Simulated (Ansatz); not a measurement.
Reactions of trisilane.

Program: Ansatz. Geometries: PBE0-D4/def2-TZVP. ΔE: electronic, gas phase. CBS: MP2 limit from def2 TZ/QZ plus the TZ coupled-cluster correction, frozen cores. This one scheme is used for every species. Functionals use def2-TZVPP. B3LYP here is the variant with VWN-RPA as its local correlation; programs differ in this. For Ge, Se outer-core shells are correlated without core-valence functions, which leaves a few kJ/mol of doubt a bond. Scalar relativity is left out up to krypton. One conformer a species, not always the lowest.

```
                                                                        reaction  CCSD(T)/CBS(def2) (kJ/mol)
       `[SiH3][SiH2][SiH3]` + `N[SiH](O)F` → `O[SiH](F)N[SiH3]` + `[SiH3][SiH3]`                           ?
                 `[SiH3][SiH2][SiH3]` + `BNCC` → `BN([SiH3])CC` + `[SiH3][SiH3]`                         -27
               `[SiH3][SiH2][SiH3]` + `NB(F)F` → `FB(F)N[SiH3]` + `[SiH3][SiH3]`                         -36
            `[SiH3][SiH2][SiH3]` + `[SH][GeH3]` → `[SiH3][SiH2][S][GeH3]` + SiH₄                         -58
     `[SiH3][SiH2][SiH3]` + `FC[SiH](F)F` → `F[SiH]([SiH3])[SiH3]` + `FC[SiH2]F`                          46
`[SiH3][SiH2][SiH3]` + `[NH2][AlH][NH2]` → `[NH2][Al]([NH2])[SiH2][SiH3]` + SiH₄                           ?
              `[SiH3][SiH2][SiH3]` + `CC[SeH]` → `CC[Se][SiH3]` + `[SiH3][SiH3]`                         -53
         `[SiH3][SiH2][SiH3]` + `CSS[SiH3]` → `CSS[SiH2][SiH3]` + `[SiH3][SiH3]`                           3
        `[SiH3][SiH2][SiH3]` + `[OH][AlH2]` → `[AlH2][O][SiH3]` + `[SiH3][SiH3]`                           ?
                         `[SiH3][SiH2][SiH3]` + `OBO` → `OBO[SiH2][SiH3]` + SiH₄                         -73
```

(1) Fill in the missing values. (Best estimate.)

Largest T1 diagnostic: 0.013, for `OBO[SiH2][SiH3]`.

## Answers

(1) Ansatz gave: `[SiH3][SiH2][SiH3]` + `N[SiH](O)F` → `O[SiH](F)N[SiH3]` + `[SiH3][SiH3]`: -44.4 kJ/mol; `[SiH3][SiH2][SiH3]` + `[NH2][AlH][NH2]` → `[NH2][Al]([NH2])[SiH2][SiH3]` + SiH₄: -10.6 kJ/mol; `[SiH3][SiH2][SiH3]` + `[OH][AlH2]` → `[AlH2][O][SiH3]` + `[SiH3][SiH3]`: -99.3 kJ/mol.
